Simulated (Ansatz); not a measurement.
Coupled-cluster diagnostics for Cs₃H₃, Ansatz.

Geometry of the singlet (PBE-D4/def2-TZVP):

Cartesian coordinates in Å:
```
Cs 1.135 -1.814 -1.987
Cs -2.743 0.958 -0.295
Cs 1.607 0.856 2.282
H -1.355 -0.712 -1.938
H -0.956 1.543 1.674
H 2.312 -0.831 0.263
```

In the def2 sets Cs takes a core potential; there is no spin–orbit coupling. Correlated methods freeze no core orbitals; core or outer-core shells of Cs are correlated, in sets that lack core-valence functions. In the quintet geometry the species has come apart into loosely held pieces. The structure comes from a short search, and lower isomers may exist.

Geometry of the charge 0 triplet (PBE-D4/def2-TZVP):

```csv
atom,x (Å),y (Å),z (Å)
Cs1,-1.832,1.559,1.131
Cs2,1.528,-1.689,1.717
Cs3,-0.339,-0.795,-2.514
H4,0.458,0.881,2.518
H5,1.957,-1.482,-1.140
H6,-1.772,1.526,-1.712
```

Geometry of the charge 0 quintet (PBE-D4/def2-TZVP):

```tsv
atom	x (Å)	y (Å)	z (Å)
Cs1	1.592	-2.129	3.171
Cs2	-2.389	1.413	-3.070
Cs3	1.437	1.283	-0.194
H4	-3.731	-3.323	0.507
H5	0.554	2.129	-2.529
H6	2.537	0.625	2.115
```

(1) Estimate the CCSD(T) correlation energy, the shares of MP2 and (T), T1 and the reference's ⟨S²⟩ for: charge 0, singlet, own geometry in def2-TZVPP; charge 0, singlet, own geometry in def2-TZVPD; charge 0, triplet, own geometry in def2-TZVPP; charge 0, quintet, own geometry in def2-TZVPP; charge 1, doublet, vertical in def2-TZVPP; charge -1, doublet, vertical in def2-TZVPD; and the rough time on 4 threads of Intel Xeon on a shared host.

Results:

(1) 
```tsv
state	basis	correlation (eV)	MP2 share (%)	(T) share (%)	T1	⟨S²⟩ (pure)	wall time	remarks
charge 0, singlet, own geometry	def2-TZVPP	-15.463	87.0	2.5	0.010	0.00 (0.00)	26 s	–
charge 0, singlet, own geometry	def2-TZVPD	-11.651	89.1	1.3	0.012	0.00 (0.00)	16 s	–
charge 0, triplet, own geometry	def2-TZVPP	-14.663	87.1	2.6	0.026	2.00 (2.00)	2.3 min	–
charge 0, quintet, own geometry	def2-TZVPP	-14.020	87.1	3.0	0.045	6.00 (6.00)	2.3 min	–
charge 1, doublet, vertical	def2-TZVPP	-14.495	87.0	2.7	0.033	0.75 (0.75)	2 min	–
charge -1, doublet, vertical	def2-TZVPD	-11.760	88.9	1.4	0.045	0.75 (0.75)	1.7 min	HOMO above zero
```
Customary marks for T1 are 0.02 (closed shells), 0.045 (open shells) and about 0.05 (3d metals). T1 exceeds 0.02 in 4 of 6 rows and 0.045 in 0; the higher it lies, the less the single-reference result can be trusted.
